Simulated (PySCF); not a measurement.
Si(H)(Br)(NH2)2 (BrH5N2Si), SMILES N[SiH](N)Br.

Geometry: B3LYP-D3(BJ)/def2-SVP. This is a generated structure with no PubChem entry under its InChIKey; it may be hypothetical. One conformer was computed; it need not be the lowest.

Two levels are set side by side: PBE/def2-TZVP (PySCF) and CAM-B3LYP/def2-TZVP (PySCF). Same geometry, gas phase. Differences are taken from unrounded values.

```json
[
 {"quantity": "orbital gap (eV)", "CAM-B3LYP": "10.67", "PBE": "6.24", "PBE minus CAM-B3LYP": "-4.43"},
 {"quantity": "highest occupied level (eV)", "CAM-B3LYP": "-9.07", "PBE": "-6.30", "PBE minus CAM-B3LYP": "2.77"},
 {"quantity": "lowest empty level (eV)", "CAM-B3LYP": "1.60", "PBE": "-0.06", "PBE minus CAM-B3LYP": "-1.66"},
 {"quantity": "dipole moment (D)", "CAM-B3LYP": "2.37", "PBE": "2.36", "PBE minus CAM-B3LYP": "-0.01"},
 {"quantity": "mean polarisability (bohr³)", "CAM-B3LYP": "58.6", "PBE": "62.1", "PBE minus CAM-B3LYP": "3.5"}
]
```

Without exact exchange PBE keeps part of each electron's self-repulsion, which lifts occupied levels and narrows the gap. PBE's more diffuse valence density responds more strongly to a field. Differences between two approximate levels are no errors against the true value.

Rough cost on one machine, each run with all the roots and properties that it gave: CAM-B3LYP against PBE within a factor of 2.
